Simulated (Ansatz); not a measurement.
`[CH3][Ge@H]1[O][C@@H]1F`, 10 atoms. Total charge 0; spin multiplicity 1. Correlated methods include outer-core shells of Ge, which these sets cover unevenly. Scalar relativity is left out up to krypton. All runs use 4 threads of a server CPU on a shared host. Correlated methods freeze the cores.

How many basis functions does each run have, and how long does it take in Ansatz? RKS PBE0-D4/def2-TZVP relaxation (12 steps); RKS BLYP-D4/def2-TZVPP energy; RKS PBE0-D4/def2-SVP energy; RHF-CCSD(T)/def2-TZVPP energy; RKS PBE0-D4/def2-TZVPP energy; RKS ωB97M-V/def2-QZVPP energy; RKS PBE0-D4/def2-TZVP frequencies; RHF-MP2/def2-QZVPP energy; RKS B3LYP-D4/def2-TZVPP energy and forces; RHF-CCSD(T)/def2-SVP energy; direct RPA on PBE orbitals/def2-TZVPP energy; RKS ωB97X-V/def2-TZVPP energy. (Best estimate.)

Ansatz gave: Other jobs shared the machine, so times are rough.

| level | job | functions | wall time | peak host memory (GiB) |
| --- | --- | --- | --- | --- |
| RKS PBE0-D4/def2-SVP | energy | 113 | 1.1 s | 0.26 |
| RKS BLYP-D4/def2-TZVPP | energy | 242 | 1.9 s | 0.31 |
| RKS PBE0-D4/def2-TZVPP | energy | 242 | 2.9 s | 0.64 |
| direct RPA on PBE orbitals/def2-TZVPP | energy | 242 | 4.1 s | 0.57 |
| RKS B3LYP-D4/def2-TZVPP | energy and forces | 242 | 4.3 s | 0.69 |
| RKS ωB97X-V/def2-TZVPP | energy | 242 | 6 s | 0.78 |
| RHF-CCSD(T)/def2-SVP | energy | 113 | 8 s | 0.62 |
| RKS ωB97M-V/def2-QZVPP | energy | 467 | 14 s | 2.1 |
| RHF-MP2/def2-QZVPP | energy | 467 | 19 s | 2.9 |
| RKS PBE0-D4/def2-TZVP | relaxation (12 steps) | 202 | 36 s | 0.59 |
| RKS PBE0-D4/def2-TZVP | frequencies | 202 | 2 min | 0.59 |
| RHF-CCSD(T)/def2-TZVPP | energy | 242 | 2.1 min | 5.2 |

B3LYP here is the variant with VWN-RPA as its local correlation; programs differ in this.
